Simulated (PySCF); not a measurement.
Computed shifts of a molecule C2H4Cl2Si2, PBE0/pcSseg-1 run with PySCF, GIAO, gas phase, atoms alike by connectivity averaged where their shifts nearly agree, in ppm (number of nuclei): ²⁹Si: -17.6 (1), -93.5 (1). ¹³C: 118.3 (1), 117.7 (1). ¹H: 5.88 (1), 4.50 (3). References: ²⁹Si against TMS (σ = 352.7 ppm); ¹³C against TMS (σ = 186.3 ppm); ³⁵Cl against HCl (σ = 945.9 ppm); ¹H against TMS (σ = 31.56 ppm), references at their B3LYP-D3(BJ)/def2-TZVP geometries, non-relativistic (without spin–orbit terms, shifts of atoms bonded to Cl or Br come out too high). The structure is a stationary point at PBE0-D3(BJ)/def2-SVP. Other conformers were not sampled.

### Question
Pick the molecule that these values belong to.
A. [SiH3]C#C[SiH](Cl)Cl
B. C#C[SiH2][SiH](Cl)Cl
C. ClC1=C[Si@@H](Cl)[SiH2]1
D. Cl[SiH2]C#C[SiH2]Cl

### Answer
A, [SiH3]C#C[SiH](Cl)Cl
